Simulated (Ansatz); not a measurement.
Ansatz (a quantum-chemistry and plane-wave program) input:
A basis named .json is the Basis Set Exchange file of that set.

Ansatz 0.2 input:
```yaml
crystal:
  periodic: [false, false, false]
  atoms:
    - {symbol: Si, position_ang: [-0.94874963, 0.07418637, 0.19500858]}
    - {symbol: Si, position_ang: [1.19974854, -0.09381294, -0.24659957]}
    - {symbol: H, position_ang: [-1.72299294, 1.33343391, 0.07154179]}
    - {symbol: H, position_ang: [-1.79099173, -1.05866198, 0.65073216]}
basis:
  gaussian:
    orbitals: def2-QZVPP.json
    fitting: {mean_field: def2-universal-jkfit, correlation: def2-QZVPP-RIFIT.json}
magnetization: {spin_polarized: false}
correlation: {method: mp2, electrons: outside_noble_gas}
```

**Question.** What final total energy does it print?

**Answer.** -579.17526 Eh (RI-MP2/def2-QZVPP). The basis has 200 functions.
